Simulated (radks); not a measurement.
Species: the arsenic ion As+. Configuration: [Ar] 3d10 4s2 4p2.

Method: Dirac Kohn-Sham, BLYP, spin-unpolarised, spherical densities, point nucleus; open shells are shared between the two j in proportion to 2j + 1; speed of light set to 1370.36 atomic units (10 times the physical value, a model run); computed with a radial shooting solver on a logarithmic mesh with Libxc functionals.

Energy parts (eV):
total: -60838.880
kinetic: 60817.595
electron-nucleus: -145240.589
Hartree: 25836.893
exchange-correlation: -2252.779

Orbitals (lengths in bohr, moments of r in powers of bohr; r(max) is where P^2 peaks):
| orbital | occ. | eigenvalue (eV) | <r^4> | <r> | r(max) |
|---|---|---|---|---|---|
| 1s1/2 | 2 | -11554.06 | 0.00002109 | 0.04637 | 0.03061 |
| 2s1/2 | 2 | -1457.359 | 0.004360 | 0.2067 | 0.1736 |
| 2p1/2 | 2 | -1304.548 | 0.003054 | 0.1788 | 0.1378 |
| 2p3/2 | 4 | -1304.194 | 0.003057 | 0.1788 | 0.1378 |
| 3s1/2 | 2 | -193.3709 | 0.2937 | 0.6092 | 0.5308 |
| 3p1/2 | 2 | -141.8091 | 0.3558 | 0.6218 | 0.5246 |
| 3p3/2 | 4 | -141.7607 | 0.3560 | 0.6219 | 0.5247 |
| 3d3/2 | 4 | -51.3124 | 0.7681 | 0.6746 | 0.4752 |
| 3d5/2 | 6 | -51.3051 | 0.7683 | 0.6746 | 0.4753 |
| 4s1/2 | 2 | -22.7872 | 27.50 | 1.901 | 1.615 |
| 4p1/2 | 0.666667 | -13.2571 | 67.33 | 2.326 | 1.902 |
| 4p3/2 | 1.33333 | -13.2539 | 67.38 | 2.326 | 1.903 |

The highest occupied level is 4p3/2 at -13.254 eV. The density falls to 0.001 e/bohr^3 at r = 3.98 bohr.
